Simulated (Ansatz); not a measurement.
Cartesian coordinates (Å):
```xyz
8

B      1.5884     0.1290     0.0522
C      0.6131    -0.8264     0.0169
Si    -0.9561     0.1620    -0.0304
H      2.3380     1.0316     0.0798
H      0.5782    -1.9052     0.0109
H     -0.5886     1.6071    -0.0128
H     -1.8255    -0.1039     1.1467
H     -1.7474    -0.0943    -1.2633
```
Charge 0, multiplicity 1.

The numbers are results of Ansatz (a quantum-chemistry and plane-wave program) with frozen-core CCSD(T)/cc-pVQZ // r2SCAN-D4/def2-TZVP, not measurements.

| Quantity | Result |
|---|---|
| HF energy | -354.37868 Ha |
| MP2 correlation energy | -0.41126 Ha |

Question: Estimate the CCSD correlation energy, the (T) correction, the total energy and the T1 diagnostic.

Answer: 
* **CCSD correlation energy**: -0.44539 Ha
* **(T) correction**: -0.01979 Ha
* **CCSD(T) total energy**: -354.84386 Ha
* **T1 diagnostic**: 0.014
